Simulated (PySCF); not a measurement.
CH7ClO2Si2, SMILES Cl[SiH2]O[SiH2]CO.

Geometry: B3LYP-D3(BJ)/def2-SVP. The structure was generated by enumeration, and PubChem lists no compound with its InChIKey, so it may never have been made. The values are those of a single conformer.

Two levels are set side by side: TDA-PBE/def2-SVPD (PySCF) and TDA-M06-2X/def2-SVPD (PySCF). Vertical, same geometry. The lowest singlet is HOMO→LUMO 88 % with PBE and HOMO→LUMO 74 % with the other functional; states are paired by order. Differences are taken from unrounded values.

```csv
quantity,TDA-M06-2X
lowest singlet excitation (eV),6.74
lowest triplet excitation (TDA) (eV),6.37
```

Task: What does TDA-PBE give, and how far is it from TDA-M06-2X? (Estimate from the structure and the level; the computed values follow.)

Result: 
```tsv
quantity	TDA-PBE	TDA-PBE minus TDA-M06-2X
lowest singlet excitation (eV)	5.22	-1.52
lowest triplet excitation (TDA) (eV)	5.03	-1.34
```

A lower first singlet is the usual sign of a functional without exact exchange. Differences between two approximate levels are no errors against the true value.

Rough cost on one machine, each run with all the roots and properties that it gave: TDA-M06-2X against TDA-PBE about 10 times.
